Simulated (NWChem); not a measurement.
Molecule: GaO, doublet; SMILES [O]=[Ga]

Program: NWChem. Pople sets run with spherical d functions. Spin-unrestricted. Structure relaxed at the PBE0/def2-SVP, spin-unrestricted level. No stability test was run on the SCF state.

Question: Taking UHF/6-311G** as the yardstick, which of these has the fewest basis functions while keeping “highest occupied level (eV)” within 0.1 eV of it: UHF/STO-3G; UHF/3-21G; UHF/6-31G*?

Answer: UHF/6-31G*.
```csv
level,basis functions,highest occupied level (eV)
UHF/STO-3G,23,-8.90
UHF/3-21G,31,-9.61
UHF/6-31G*,46,-10.32
UHF/6-311G**,62,-10.34
```

The yardstick is one finite set, not the basis-set limit.
